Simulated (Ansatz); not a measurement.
Abridged output of a molecular run in Ansatz:

```
Functional definition: HF
3323 factors; integrals over basis functions are off by at most 9.1e-4 eV
mean field evaluation 1: about -81968.5834 eV, gradient 3.4e1 eV
mean field evaluation 2: about -81968.7590 eV, gradient 3.4e1 eV
mean field evaluation 4: about -81971.9195 eV, gradient 4.8e0 eV
mean field evaluation 8: about -81971.9787 eV, gradient 3.6e-1 eV
mean field -81971.97934611 eV, -3012.4146783662 hartree, gradient 2.2e-6 eV, S^2 0.000000; 0 other end points of the search recorded, 0 dependent functions left out
21 core orbitals not correlated: weight in the atoms' cores, before any rotation towards them, 1.000 or more for the frozen orbitals, at most 0.000 for the correlated occupied ones
reference -81971.97934611 eV, -3012.4146783662 hartree; 21, 21 occupied and 511, 511 virtual orbitals, 3323 factors
second order -35.31754574 eV of doubles, -0.00000000 eV of singles
cycle   1  -35.25660759 eV  change    6.1e-2 eV  update   1.1e-1
cycle   2  -36.02430223 eV  change   -7.7e-1 eV  update   3.1e-2
cycle   3  -36.13689970 eV  change   -1.1e-1 eV  update   1.4e-2
cycle   4  -36.12088173 eV  change    1.6e-2 eV  update   3.0e-3
cycle   5  -36.12023003 eV  change    6.5e-4 eV  update   1.2e-3
cycle   6  -36.12059297 eV  change   -3.6e-4 eV  update   3.4e-4
cycle   7  -36.12042158 eV  change    1.7e-4 eV  update   1.3e-4
cycle   8  -36.12036964 eV  change    5.2e-5 eV  update   4.4e-5
perturbative correction -1.42552999 eV, -0.0523872608 hartree
Total energy: -82009.52524574 eV, -3013.7944647281 hartree
```

Its atoms:

Z-matrix (Å, degrees):
```
C
S 1 1.816
H 1 1.091 2 111.4
H 1 1.090 2 106.3 3 118.0
H 1 1.090 2 111.9 3 -123.7
Ge 2 2.211 1 98.0 3 57.4
Cl 6 2.156 2 105.4 1 -167.0
C 6 1.941 2 113.3 1 75.5
H 6 1.541 2 109.4 1 -51.4
H 8 1.090 6 109.2 2 57.7
H 8 1.091 6 109.9 2 -62.1
H 8 1.091 6 109.8 2 177.8
```

(1) Which basis set was used?
A. def2-SVP
B. def2-TZVPPD
C. def2-SVPD
D. def2-QZVPP

(2) Write the keys of the input that set method, charge and spin (a neutral closed shell needs none for the last two).

Results:

(1) D. It gives 553 functions.

(2) 
```yaml
correlation: {method: ccsd_t}
```
